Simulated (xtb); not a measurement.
silane (H₄Si), singlet, from a rough starting geometry.

Input for xtb:
```
$ xtb mol.xyz --gfn 2 --opt vtight --json

# file mol.xyz
5

Si     0.01167163    -0.00958390    -0.00155757
H      0.87032804     0.90583390     0.85367544
H     -0.91039342    -0.86734872     0.85268728
H     -0.86301635     0.90383134    -0.88426618
H      0.82021109    -0.88534216    -0.88266684
```

Question: What does this run give for the HOMO-LUMO gap, total energy at the end of the optimisation, dipole moment?

Answer: 
| Property | Value |
|---|---|
| HOMO-LUMO gap | 6.71 eV |
| total energy at the end of the optimisation | -3.7639 Eh |
| dipole moment | 0.00 D |
